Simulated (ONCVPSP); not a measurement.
## Ranking ONCV potentials for Rh (Z = 45)

All share these settings but for the change named:

- Element: Rh (Z = 45)
- Generator: ONCVPSP 4.0.1
- Type: optimised norm-conserving Vanderbilt (ONCV)
- Functional: PBEsol
- Relativity: fully relativistic
- Frozen core: [Ar] 3d10
- Valence charge: 17
- Reference configuration: 4s2 4p6 4d8 5s1
- Partial waves: 4s+5s: rc 1.65 bohr, ncon 4, nbas 8, qcut 8.4 1/bohr, 2 projectors; 4p: rc 1.60 bohr, ncon 3, nbas 8, qcut 6.7 1/bohr, 2 projectors, debl 0.9 Ha; 4d: rc 1.90 bohr, ncon 4, nbas 9, qcut 7.5 1/bohr, 1 projector
- Local potential: polynomial inside 1.10 bohr (lpopt 5, dvloc0 0 Ha)
- Core correction: polynomial model core, fcfact 0.6

Open shells are filled in proportion to 2j + 1.

In the p channel the program set the typed energies aside and used -1.806, 0.250 Ha (j = l + 1/2; the other j can differ).

Test errors are all-electron minus pseudo excitation energies from the reference, over 4s2 4p6 4d8 5s0; 4s2 4p6 4d7 5s0; 4s2 4p6 4d6 5s0; 4s2 4p5 4d8 5s1. None of these files shows a bound ghost.

The base gives 90.6 meV.

Of 5 variants that were run, those that failed, showed a ghost or another fault, or gave nearly equal values are left out.

(1) Rank these variants by their largest absolute test error, smallest first.
A. all radii but the core radius scaled by about 1.30 (s 2.14, p 2.08, d 2.46 bohr); local potential polynomial inside 1.42 bohr (lpopt 5, dvloc0 0 Ha)
B. all radii but the core radius scaled by about 1.10 (s 1.82, p 1.76, d 2.10 bohr); local potential polynomial inside 1.22 bohr (lpopt 5, dvloc0 0 Ha)
C. all radii but the core radius scaled by about 0.91 (s 1.50, p 1.46, d 1.74 bohr); local potential polynomial inside 1.00 bohr (lpopt 5, dvloc0 0 Ha)

Answers

(1) C (66.9 meV), B (118.9 meV), A (152.7 meV).
